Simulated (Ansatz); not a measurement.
Geometry optimisation, RKS PBE0/def2-SVP in Ansatz.

The input (input.yaml):

```yaml
crystal:
  periodic: [false, false, false]
  atoms:
    - { symbol: "N", position_ang: [-1.1606, 1.4314, -0.8316] }
    - { symbol: C, position_ang: [-0.3453, 0.8854, 0.0247] }
    - { symbol: O, position_ang: [0.1494, 1.5394, 0.9029] }
    - { symbol: "N", position_ang: [-0.1207, -0.4256, -0.2471] }
    - { symbol: Si, position_ang: [1.049, -1.3424, 0.5848] }
    - { symbol: H, position_ang: [-1.4323, 2.4438, -0.5778] }
    - { symbol: H, position_ang: [-1.9893, 0.9238, -1.0864] }
    - { symbol: H, position_ang: [-0.212, -0.6689, -1.2245] }
    - { symbol: H, position_ang: [0.7118, -1.4384, 2.0813] }
    - { symbol: H, position_ang: [2.3725, -0.7178, 0.3764] }
    - { symbol: H, position_ang: [1.0428, -2.6876, 0.0179] }
basis:
  gaussian: { orbitals: def2-SVP }
hamiltonian:
  xc: pbe0
relax:
  f_tol: 0.015
  max_steps: 40
```

Run as:

```bash
$ ansatz run input.yaml --threads 2 --pin off --max-ram 3072MiB --backend cpu --events-out ev --progress --plain --runs-dir out
```

Problem. Where does it end, and by what steps?

Solution. The run converged. After 9 steps the energy has fallen by 0.578 eV; H8 moved furthest, 0.38 Å.

```json
{"step": "0", "energy less start (eV)": "0.0000", "largest force component (eV/Å)": "4.616", "accepted": "yes"}
{"step": "1", "energy less start (eV)": "-0.4550", "largest force component (eV/Å)": "1.267", "accepted": "yes"}
{"step": "2", "energy less start (eV)": "-0.5386", "largest force component (eV/Å)": "0.423", "accepted": "yes"}
{"step": "3", "energy less start (eV)": "-0.5176", "largest force component (eV/Å)": "0.939", "accepted": "no"}
{"step": "4", "energy less start (eV)": "-0.5576", "largest force component (eV/Å)": "0.247", "accepted": "yes"}
{"step": "5", "energy less start (eV)": "-0.5709", "largest force component (eV/Å)": "0.271", "accepted": "yes"}
{"step": "6", "energy less start (eV)": "-0.5760", "largest force component (eV/Å)": "0.163", "accepted": "yes"}
{"step": "7", "energy less start (eV)": "-0.5771", "largest force component (eV/Å)": "0.061", "accepted": "yes"}
{"step": "8", "energy less start (eV)": "-0.5773", "largest force component (eV/Å)": "0.030", "accepted": "yes"}
{"step": "9", "energy less start (eV)": "-0.5779", "largest force component (eV/Å)": "0.006", "accepted": "yes"}
```

```xyz
11
Properties=species:S:1:pos:R:3
N -1.242 1.542 -0.780
C -0.332 0.862 -0.019
O 0.280 1.375 0.903
N -0.099 -0.453 -0.350
Si 1.111 -1.295 0.625
H -1.497 2.458 -0.438
H -1.924 1.056 -1.344
H -0.538 -0.862 -1.165
H 0.703 -1.388 2.053
H 2.464 -0.685 0.504
H 1.140 -2.667 0.031
```

The run took 24 s on 2 threads of Arm Neoverse V2 (shared host), peak memory 0.22 GiB.
